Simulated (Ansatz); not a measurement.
`O[SiH2][SiH](S)Cl` + H₂O → `O[SiH2][SiH](O)Cl` + H₂S  (formal hydrolysis of the Si–S bond)

Computed with Ansatz on PBE0-D4/def2-TZVP structures; ΔE is electronic, products minus reactants. CCSD(T)/CBS is the MP2 limit (def2-TZVPP, def2-QZVPP) plus CCSD(T) − MP2 in def2-TZVPP, frozen cores. This one scheme is used for every species. DFT in def2-TZVPP. B3LYP here is the variant with VWN-RPA as its local correlation; programs differ in this. Each species was taken in one conformer, which may not be the lowest.

`O[SiH2][SiH](S)Cl`:

Z-matrix (Å, degrees):
```
Si
Si 1 2.342
O 1 1.653 2 106.8
H 1 1.482 2 112.0 3 -115.9
H 1 1.490 2 109.7 3 121.8
Cl 2 2.080 1 103.5 3 -55.8
S 2 2.127 1 111.1 3 64.4
H 2 1.482 1 118.4 3 -174.0
H 3 0.960 1 116.5 2 58.4
H 7 1.345 2 94.1 1 -37.5
```

H₂O:

Z-matrix (Å, degrees):
```
O
H 1 0.960
H 1 0.960 2 105.1
```

`O[SiH2][SiH](O)Cl`:

```xyz
10

O    -0.633    0.751    1.901
Si   -0.167   -0.681    1.226
Si    0.425   -0.212   -0.998
O    -0.514    1.107   -1.309
Cl    2.423    0.282   -1.178
H    -0.990    1.400    1.290
H    -1.268   -1.687    1.238
H     0.970   -1.217    2.012
H     0.205   -1.275   -2.013
H    -0.450    1.530   -2.168
```

H₂S:

```xyz
3

S     0.123    0.483   -0.367
H     0.550   -0.788   -0.330
H    -0.673    0.304    0.697
```

CCSD(T)/CBS gives -28.1 kJ/mol.

(1) Another level gave -29.3 kJ/mol. Which?
A. HF/def2-TZVPP
B. PBE-D4/def2-TZVPP
C. r2SCAN-D4/def2-TZVPP
D. B3LYP/def2-TZVPP

Largest T1 diagnostic among the species: 0.012.

Answers

(1) C. r2SCAN-D4 -29.3, PBE-D4 -18.8, HF/def2-TZVPP -51.9, B3LYP -40.2 kJ/mol.

The D4 term adds +7.7 kJ/mol with B3LYP and +4.3 kJ/mol with PBE0; it sums over pairs of atoms, weighted by their polarisabilities, and B3LYP, whose exchange is more repulsive, gets the larger term. In def2-TZVPP, CCSD(T) changes the Hartree–Fock value by +18.1 kJ/mol (the triples alone add +3.8 kJ/mol) and MP2 by +22.8 kJ/mol.
